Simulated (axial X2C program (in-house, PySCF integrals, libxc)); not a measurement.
Spin–orbit effects along a row: molecules with S (ions), PBE0

Calculated with an axial X2C code built on PySCF integrals, spin-free (one-electron X2C) or two-component (2c: spin–orbit coupling with atomic mean-field Coulomb and Gaunt terms, which also bring small scalar terms), in Dyall basis sets with cores contracted in-house; open shells are unrestricted.

Basis sets: I dyall-cv3z, Mo dyall-cv3z, Nb dyall-cv3z, Pd dyall-cv3z, Rb dyall-cv3z, S dyall-av3z, Tc dyall-cv3z, Y dyall-cv3z, Zr dyall-cv3z.

| molecule | spin-free state | Re (Å) | ωe (cm⁻¹) | De (eV) | 2c state | Re 2c (Å) | ωe 2c (cm⁻¹) | De 2c (eV) |
| --- | --- | --- | --- | --- | --- | --- | --- | --- |
| RbS⁺ | M_S = 1, Λ = 0 | 3.493 | 92.2 | 0.29 | Ω = 1 | 3.494 | 92.2 | 0.29 |
| YS⁺ | M_S = 0, Λ = 0 | 2.210 | 549.3 | n/a | Ω = 0 | 2.209 | 549.4 | n/a |
| ZrS⁺ | M_S = 1/2, Λ = 2 | 2.139 | 582.2 | 5.19 | Ω = 3/2 | 2.139 | 582.0 | n/a |
| NbS⁺ | M_S = 1, Λ = 0 | 2.085 | 591.1 | 4.76 | Ω = 1 | 2.085 | 591.0 | n/a |
| MoS⁺ | M_S = 3/2, Λ = 0 | 2.059 | 516.7 | 3.40 | Ω = 3/2 | 2.059 | 516.1 | 3.39 |
| TcS⁺ | M_S = 2, Λ = 1 | 2.102 | 436.9 | 3.08 | Ω = 1 | 2.100 | 439.7 | 3.13 |
| PdS⁺ | M_S = 3/2, Λ = 0 | 2.122 | 395.2 | 2.63 | Ω = 3/2 | 2.123 | 393.2 | n/a |
| SI⁺ | M_S = 1, Λ = 0 | 2.215 | 486.6 | 3.99 | Ω = 1 | 2.222 | 476.2 | 3.75 |

Fragments in 2c: Rb+ + S, Y+ + S, Zr+ + S, Nb+ + S, Mo+ + S, Tc+ + S, Pd+ + S, I+ + S. Each entry is the lowest single determinant of a limited PBE0 search at one distance. De goes to single-determinant-based atoms at the same level (for ions the charge split of lowest energy) and is withheld (n/a) where an atom does not fit its ground term or J level. Main or longest-lived isotopes. One determinant is a doubtful description, or other states lie close, for RbS⁺, ZrS⁺, NbS⁺, MoS⁺, TcS⁺, PdS⁺, SI⁺; these need not be ground states, and all values refer to the states named. Some open-shell Ω = 0 determinants are out of reach, so the Ω given for RbS⁺, NbS⁺, TcS⁺, SI⁺ need not be the lowest component. With several unpaired electrons the Ω given is that of one determinant, not necessarily of the lowest component. Some light 2c atoms are not at their ground J level, so De misses part of their lowering (0.04 eV or less). The functionals have no current term, which raises determinants with orbital currents.
